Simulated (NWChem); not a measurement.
Molecule: GeNH$_{2}$Cl, singlet; SMILES [Ge]([NH2])[Cl]

```xyz
5

Ge     0.4563     0.5266     0.0000
Cl    -0.1295    -1.6347     0.0000
N     -1.2605     1.1702     0.0000
H     -2.0966     0.5762     0.0000
H     -1.4792     2.1711     0.0000
```
Atoms are numbered in this order, from 1.

All runs: NWChem. Low-valent species are run as closed-shell singlets; no triplet was tried in these runs. Structure relaxed at the PBE-D3(BJ)/def2-SVP level. B3LYP is NWChem's, with the RPA form of VWN correlation. Ions are spin-unrestricted doublets at the neutral geometry; other ion states weren't tried.

**Question.** Order these by “ΔSCF minus −ε(HOMO) (eV)”, lowest first: Hartree-Fock/aug-cc-pVDZ; M06-2X/aug-cc-pVDZ; PBE/aug-cc-pVDZ; B3LYP/aug-cc-pVDZ.

**Answer.** Hartree-Fock/aug-cc-pVDZ (-0.96), M06-2X/aug-cc-pVDZ (1.04), B3LYP/aug-cc-pVDZ (2.41), PBE/aug-cc-pVDZ (3.12)
